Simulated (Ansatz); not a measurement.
Ideal-gas functions of BH3SSeSi, SMILES `[SeH][SiH]1BS1` at 400 K and 1 bar, from an Ansatz frequency run at PBE0-D4/def2-TZVP.

Molar mass 152.95 g/mol, point group C1 (symmetry number 1), electronic degeneracy 1, moments of inertia 59.295, 426.581, 441.514 u Å². Harmonic wavenumbers (cm⁻¹, unscaled): 135, 157, 180, 369, 455, 558, 629, 691, 707, 780, 861, 899, 2249, 2437, 2726.

Use S(trans) = R[1.5 ln M + 2.5 ln T − 1.1517]; rotational temperatures θ = 24.2544 K / I; S(rot) = R[ln(√π/σ · √(T³/θAθBθC)) + 1.5]; for each mode x = 1.438777 ν̃/T, S = R[x/(eˣ − 1) − ln(1 − e⁻ˣ)] and H = RT x/(eˣ − 1); 1 cm⁻¹ = 0.0119627 kJ/mol; R = 8.31446 J/(mol·K).

Problem. By hand: the entropy, in J/(mol·K).

Solution. Translation 177.7. Rotation: θ = 0.409, 0.0569, 0.0549 K, giving 119.7. Vibration, mode by mode: 14.40, 13.18, 12.07, 6.55, 5.09, 3.79, 3.10, 2.60, 2.49, 2.02, 1.60, 1.44, 0.02, 0.01, 0.00, in all 68.4. Electronic 0.0. Sum 365.8 J/(mol·K).

Problem. By hand: H − E and G − E in kJ/mol, counted from the electronic energy.

Solution. Zero-point energy ½ × 13833 × 0.0119627 = 82.7; thermal vibration 15.3; translation, rotation and pV give 4 RT = 13.3. H − E = 111.3 kJ/mol, and G − E = 111.3 − 400 × 365.8/1000 = -35.0 kJ/mol.

Vibration gives 19 % of the entropy, 14.4 J/(mol·K) of it from the mode under 150 cm⁻¹: soft modes count most, and the harmonic formula is weakest for them. The sum counts one conformer and one mirror image; others add a mixing term.
